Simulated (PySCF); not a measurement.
**`C=N[C@H](CCC#N)OC`, C6H10N2O**

Cartesian coordinates in Å; atom numbers follow the order of the lines, from 1:
```xyz
19

C    -1.9769    1.7854   -0.0836
N    -0.9691    1.4948    0.6001
C    -0.1639    0.3451    0.3086
C     1.1606    0.8452   -0.2879
C     2.1467   -0.3083   -0.4959
C     2.4672   -0.9599    0.7475
N     2.7086   -1.4799    1.7366
O    -0.7231   -0.5942   -0.5865
C    -1.6068   -1.5093    0.0166
H    -2.5275    2.6754    0.1837
H    -2.3424    1.2036   -0.9328
H     0.0402   -0.1365    1.2804
H     0.9442    1.3092   -1.2515
H     1.5738    1.5970    0.3849
H     1.6990   -1.0483   -1.1652
H     3.0710    0.0643   -0.9451
H    -1.0939   -2.0963    0.7880
H    -2.4675   -1.0070    0.4715
H    -1.9501   -2.1708   -0.7768
```

Method: PySCF 2.14.0, GIAO BHandHLYP/pcSseg-1 magnetisability, rotational g tensor and spin-rotation constants, non-relativistic, gas phase. Geometry: GFN2-xTB.

Give the nuclear spin-rotation constants along the inertial axes (H = +C I·J) beside the isotropic shieldings.

Rotational constants 2.6565, 1.0313, 0.8894 GHz. A star marks the isotopologue with that one atom substituted, in its own axes.
| atom | isotope | Caa (kHz) | Cbb (kHz) | Ccc (kHz) | mean (kHz) | σ (ppm) |
| --- | --- | --- | --- | --- | --- | --- |
| N2 | 14N | 0.888 | 0.142 | 0.128 | 0.386 | -140.5 |
| N7 | 14N | 0.450 | 0.213 | 0.093 | 0.252 | -37.7 |
| H10 | 1H | 0.052 | -0.044 | -0.064 | -0.018 | 24.5 |
| H11 | 1H | -0.196 | -0.029 | 0.009 | -0.072 | 24.2 |
| H12 | 1H | -0.118 | -0.081 | -0.006 | -0.069 | 26.6 |
| H13 | 1H | -0.216 | -0.110 | -0.018 | -0.115 | 30.8 |
| H14 | 1H | -0.270 | -0.022 | -0.057 | -0.116 | 29.6 |
| H15 | 1H | -0.269 | -0.030 | -0.050 | -0.116 | 29.2 |
| H16 | 1H | -0.186 | -0.052 | -0.069 | -0.102 | 29.7 |
| H17 | 1H | -0.051 | -0.087 | -0.053 | -0.064 | 28.5 |
| H18 | 1H | -0.013 | -0.103 | -0.053 | -0.056 | 28.5 |
| H19 | 1H | -0.265 | -0.041 | -0.017 | -0.108 | 28.1 |
| C1 | 13C* | 1.064 | 0.323 | 0.289 | 0.559 | 32.6 |
| C3 | 13C* | 0.744 | 0.249 | 0.223 | 0.406 | 91.9 |
| C4 | 13C* | 0.433 | 0.181 | 0.158 | 0.257 | 148.7 |
| C5 | 13C* | 0.350 | 0.141 | 0.118 | 0.203 | 173.1 |
| C6 | 13C* | 0.908 | 0.417 | 0.153 | 0.493 | 60.1 |
| O8 | 17O* | -0.224 | -0.085 | -0.042 | -0.117 | 310.2 |
| C9 | 13C* | 0.598 | 0.164 | 0.190 | 0.317 | 129.2 |

For the geometry as given, no vibrational averaging.
